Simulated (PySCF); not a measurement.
## Input and output of a scripted DFT run

The script drives PySCF SCF with an in-house response code with single-precision fitted integrals, so total energies wander by about 1e-6 Eh between cycles (the fitting error itself is about 1e-3 Eh and cancels in differences); atoms count from 0. Pop asks for populations, which are stored and not printed.

The gap is small, so a closed-shell solution may not be the true ground state; the numbers describe that solution.

Job and coordinates (Å):

```
{"job": {"kind": "nmr", "xc": "KT3", "basis": "pcSseg-1", "pop": false}, "charge": 0, "multiplicity": 1}
C      1.575736    -4.723026    -0.001503
Si     0.000078    -3.747969    -0.001034
C     -1.575398    -4.723285    -0.001317
Si    -1.567928    -6.582247    -0.001881
C      0.000545    -7.530120    -0.001550
Si     1.568817    -6.581948    -0.001615
C      3.130328     9.328418     0.000519
Si     1.579766    10.233734     0.001732
C      0.000356     9.339329     0.000276
Si     0.000234     7.478950    -0.000082
C      1.604557     6.566359    -0.000789
Si     3.152630     7.514390    -0.002173
C     -0.000009     3.756212     0.000674
Si    -1.578785     4.696932    -0.000241
C     -3.080683     3.684165    -0.001376
Si    -3.114228     1.878136     0.001382
C     -1.572724     0.926796     0.001666
Si    -0.000069     1.903737     0.001137
C     -3.113111    -7.549017    -0.002183
Si    -3.187681    -9.347217    -0.000214
C     -1.619307   -10.224140     0.002225
Si     0.000635    -9.378008    -0.000802
C      3.080682     3.684028     0.003488
Si     1.578836     4.696837     0.000998
C      1.572575     0.926792     0.001115
Si     3.114209     1.877969     0.002042
C      3.064544    -1.947201     0.001481
Si     1.562459    -0.932660     0.000644
C     -0.000187    -1.900963    -0.000014
Si     3.102981    -3.750333    -0.000145
Si    -1.562917    -0.932703     0.001113
Si    -1.578926    10.233942    -0.000708
C     -3.129663     9.328902    -0.000726
Si    -3.152157     7.514838     0.000839
C     -1.604201     6.566502     0.000148
C      3.114108    -7.548512    -0.001790
C      1.620744   -10.223805    -0.002494
Si     3.189013    -9.346697    -0.001470
C     -3.064873    -1.947618     0.001170
Si    -3.102953    -3.750876     0.000290
F      4.331411    10.020577     0.000872
F      1.548875    11.834356     0.003826
F      4.636272     6.934992    -0.007274
F     -4.311599     4.343177    -0.003374
F     -4.602593     1.301711     0.003042
F     -4.328603    -6.857745    -0.004719
F     -4.608367   -10.102725     0.000421
F     -1.639720   -11.617117     0.004362
F      4.311676     4.342939     0.006088
F      4.602823     1.302067     0.001245
F      4.298985    -1.290204     0.002959
F      4.608865    -4.290570     0.000233
F     -1.547789    11.834550    -0.001378
F     -4.330707    10.021158    -0.001028
F     -4.635870     6.935491     0.003696
F      4.329497    -6.857068    -0.001068
F      1.641296   -11.616783    -0.003044
F      4.609799   -10.102002    -0.001368
F     -4.299604    -1.291021     0.002294
F     -4.608767    -4.291511     0.001864
```

Command:

```bash
OMP_NUM_THREADS=8 python large_run.py task.json out
```

Task: What does the program print?

Result: 
```
start: PBE on a coarse grid of 72145 points
cycle   1  E = -8540.9322144768  dE =  9.034e+00  |g| = 2.645e+00  |ddm| = 9.792e+00
cycle   2  E = -8531.3236354476  dE =  9.609e+00  |g| = 6.042e+00  |ddm| = 1.257e+01
cycle   3  E = -8476.2392657407  dE =  5.508e+01  |g| = 7.844e+00  |ddm| = 2.297e+01
cycle   4  E = -8542.2085725549  dE = -6.597e+01  |g| = 8.745e-01  |ddm| = 2.028e+01
cycle   5  E = -8542.2916329597  dE = -8.306e-02  |g| = 6.661e-01  |ddm| = 1.463e+00
cycle   6  E = -8542.3888988179  dE = -9.727e-02  |g| = 2.672e-01  |ddm| = 9.125e-01
cycle   7  E = -8542.4099913624  dE = -2.109e-02  |g| = 1.102e-01  |ddm| = 4.314e-01
cycle   8  E = -8542.4124090138  dE = -2.418e-03  |g| = 7.292e-02  |ddm| = 2.374e-01
cycle   9  E = -8542.4137055602  dE = -1.297e-03  |g| = 2.684e-02  |ddm| = 1.091e-01
cycle  10  E = -8542.4139478277  dE = -2.423e-04  |g| = 1.259e-02  |ddm| = 6.418e-02
cycle  11  E = -8542.4139912592  dE = -4.343e-05  |g| = 5.914e-03  |ddm| = 3.517e-02
final grid: 631466 points
cycle  12  E = -8630.7527862801  dE = -1.239e-01  |g| = 9.563e-01  |ddm| = 1.235e+00
cycle  13  E = -8630.3085153077  dE =  4.443e-01  |g| = 1.799e+00  |ddm| = 1.778e+00
cycle  14  E = -8630.8222918854  dE = -5.138e-01  |g| = 3.810e-01  |ddm| = 1.638e+00
cycle  15  E = -8630.8394595703  dE = -1.717e-02  |g| = 2.491e-01  |ddm| = 6.890e-01
cycle  16  E = -8630.8606642785  dE = -2.120e-02  |g| = 2.856e-02  |ddm| = 3.198e-01
cycle  17  E = -8630.8607998486  dE = -1.356e-04  |g| = 1.954e-02  |ddm| = 6.626e-02
cycle  18  E = -8630.8608949642  dE = -9.512e-05  |g| = 9.520e-03  |ddm| = 3.532e-02
cycle  19  E = -8630.8609263264  dE = -3.136e-05  |g| = 1.770e-03  |ddm| = 1.294e-02
cycle  20  E = -8630.8609285470  dE = -2.221e-06  |g| = 9.374e-04  |ddm| = 3.052e-03
cycle  21  E = -8630.8609324686  dE = -3.922e-06  |g| = 2.936e-04  |ddm| = 1.445e-03
cycle  22  E = -8630.8609290466  dE =  3.422e-06  |g| = 2.584e-04  |ddm| = 5.885e-04
cycle  23  E = -8630.8609312124  dE = -2.166e-06  |g| = 7.832e-05  |ddm| = 3.234e-04
converged SCF energy = -8630.8609312124

GIAO shielding tensors (ppm)
atom      isotropic    diamagn.    paramagn.     s11        s22        s33       span
  0 C      127.004     294.148    -167.144    109.524    116.426    155.061     45.537
  1 Si     277.041     904.033    -626.992    234.991    254.840    341.293    106.301
  2 C      126.971     294.150    -167.179    109.491    116.382    155.040     45.550
  3 Si     271.007     894.879    -623.872    195.716    270.273    347.034    151.317
  4 C      128.108     291.027    -162.919     84.936    101.665    197.721    112.785
  5 Si     271.025     894.880    -623.855    195.733    270.287    347.054    151.320
  6 C       47.761     269.099    -221.338    -17.735     63.383     97.636    115.371
  7 Si     284.836     874.061    -589.226    200.307    320.437    333.763    133.456
  8 C      131.118     277.563    -146.446    121.051    128.114    144.188     23.137
  9 Si     285.122     897.902    -612.780    236.833    240.435    378.097    141.264
 10 C      130.501     287.555    -157.055    111.915    114.270    165.318     53.402
 11 Si     283.583     885.882    -602.299    201.882    313.316    335.552    133.671
 12 C      116.631     298.833    -182.202     76.957    106.352    166.582     89.625
 13 Si     264.084     903.678    -639.594    182.871    257.456    351.924    169.053
 14 C       33.756     278.619    -244.864    -16.532     52.390     65.408     81.939
 15 Si     289.289     894.260    -604.971    206.905    317.815    343.145    136.240
 16 C      126.776     294.255    -167.479    110.145    114.072    156.111     45.966
 17 Si     276.782     906.292    -629.510    235.107    252.413    342.827    107.719
 18 C       36.182     260.954    -224.772    -21.604     63.224     66.926     88.530
 19 Si     287.626     879.766    -592.139    232.215    274.539    356.126    123.911
 20 C       36.993     270.522    -233.529    -17.007     56.275     71.710     88.717
 21 Si     271.360     884.658    -613.297    205.875    231.940    376.266    170.392
 22 C       33.744     278.624    -244.880    -16.523     52.349     65.406     81.929
 23 Si     264.095     903.680    -639.585    182.897    257.469    351.919    169.022
 24 C      126.776     294.260    -167.484    110.152    114.055    156.120     45.967
 25 Si     289.281     894.257    -604.976    206.908    317.802    343.132    136.224
 26 C       33.545     274.260    -240.715    -17.399     52.966     65.068     82.467
 27 Si     264.949     902.760    -637.811    189.545    252.840    352.462    162.917
 28 C      116.126     300.766    -184.640     75.595    104.776    168.007     92.412
 29 Si     288.626     894.319    -605.693    205.109    315.880    344.889    139.779
 30 Si     264.966     902.756    -637.790    189.588    252.835    352.474    162.885
 31 Si     284.845     874.060    -589.215    200.328    320.434    333.773    133.445
 32 C       47.760     269.106    -221.347    -17.734     63.380     97.633    115.367
 33 Si     283.570     885.881    -602.312    201.850    313.313    335.545    133.695
 34 C      130.494     287.551    -157.057    111.906    114.268    165.307     53.401
 35 C       36.182     260.955    -224.773    -21.616     63.225     66.937     88.554
 36 C       36.984     270.514    -233.530    -17.021     56.273     71.701     88.723
 37 Si     287.625     879.768    -592.143    232.214    274.532    356.128    123.915
 38 C       33.511     274.255    -240.744    -17.461     52.954     65.039     82.500
 39 Si     288.605     894.313    -605.708    205.069    315.892    344.854    139.785
 40 F      383.077     459.109     -76.032    322.545    402.356    424.329    101.783
 41 F      299.778     446.478    -146.700    257.730    319.733    321.871     64.141
 42 F      286.896     472.524    -185.629    249.323    299.808    311.556     62.233
 43 F      373.427     474.369    -100.942    295.463    399.778    425.042    129.579
 44 F      294.072     475.722    -181.651    267.055    306.256    308.905     41.850
 45 F      397.989     484.473     -86.483    303.187    434.924    455.857    152.670
 46 F      338.516     456.151    -117.634    322.348    333.113    360.087     37.739
 47 F      398.719     450.293     -51.574    303.749    441.021    451.387    147.638
 48 F      373.381     474.370    -100.989    295.425    399.716    425.001    129.577
 49 F      294.051     475.727    -181.675    267.045    306.234    308.876     41.831
 50 F      374.448     482.995    -108.548    298.681    400.655    424.008    125.326
 51 F      295.489     472.330    -176.842    273.681    304.483    308.302     34.621
 52 F      299.772     446.478    -146.706    257.723    319.724    321.867     64.144
 53 F      383.071     459.110     -76.039    322.550    402.361    424.302    101.752
 54 F      286.886     472.524    -185.638    249.299    299.812    311.547     62.247
 55 F      398.002     484.474     -86.473    303.205    434.949    455.852    152.647
 56 F      398.701     450.290     -51.589    303.745    440.985    451.373    147.628
 57 F      338.524     456.152    -117.628    322.365    333.118    360.090     37.726
 58 F      374.369     482.989    -108.620    298.670    400.533    423.904    125.235
 59 F      295.468     472.328    -176.859    273.663    304.475    308.267     34.604
```

Task: Roughly how long does this take on 8 threads of Arm Neoverse V1 (shared host), and how large is the basis?

Result: About 81 s of wall time, peak memory 4.3 GiB; 1160 basis functions and 2980 fitting functions.
